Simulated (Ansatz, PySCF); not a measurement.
C3H7NSi, SMILES NC=C=C[SiH3].

Geometry optimised at r2SCAN-D4/def2-SVP. The structure was generated by enumeration; whether it is a known compound was not checked. Other conformers were not sampled.

Vertical ionisation energy (IE) and electron affinity (EA) in eV. Rows of orbital energies are one-electron estimates. Where ΔSCF, EOM or ADC give a negative EA the extra electron is unbound and the value depends on the basis.

```tsv
level	IE	EA
−ε(HOMO), −ε(LUMO), HF/def2-TZVP (PySCF)	8.62	-3.06
−ε(HOMO), −ε(LUMO), PBE/def2-TZVP (PySCF)	(withheld)	(withheld)
ΔSCF, PBE0/def2-SVPD (Ansatz), final states of multiplicity 2 and 2	7.98	-1.13
ΔSCF, PBE/def2-SVPD (Ansatz), final states of multiplicity 2 and 2	7.86	-0.94
```

Task: What belongs in the gaps? (An estimate is asked for; the answer gives what the named calculation found.)

Result: 
- −ε(HOMO), −ε(LUMO), PBE/def2-TZVP (PySCF), IE: 4.84
- −ε(HOMO), −ε(LUMO), PBE/def2-TZVP (PySCF), EA: 1.37

Task: What vertical singlet–triplet gap does ΔSCF give with PBE0/def2-SVPD (Ansatz, a quantum-chemistry and plane-wave program) and with PBE/def2-SVPD (Ansatz)? (The exact figures need the calculation; the answer reports its results.)

Result: 3.60 and 3.47 eV (triplet above singlet where positive).
